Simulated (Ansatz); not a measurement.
Mulliken charges of `BrCBr` from ωB97M-V/def2-TZVPP in Ansatz (PBE0-D4/def2-TZVP geometry).

```csv
atom,x (Å),y (Å),z (Å),charge (e)
Br1,-0.572,-0.889,1.492,-0.046
C2,-0.095,0.109,-0.080,-0.298
Br3,1.623,-0.358,-0.803,-0.046
H4,-0.066,1.158,0.190,0.195
H5,-0.840,-0.095,-0.840,0.195
```

Problem. By hand: the dipole of these point charges (1 e Å = 4.8032 D).

Solution. Σ q r = (-0.197, 0.232, -0.135) e Å, of length 0.333 e Å = 1.60 D.

Problem. How does the dipole of the full density compare? (Estimate.)

Solution. Computed: (-0.184, 0.218, -0.126) e Å, 1.50 D; the point charges give 1.07 times that, at 0° from its direction.

Point charges leave out the atoms' own dipoles, such as those of lone pairs, and Mulliken's split depends on the basis, so the close match here is no proof of good charges.
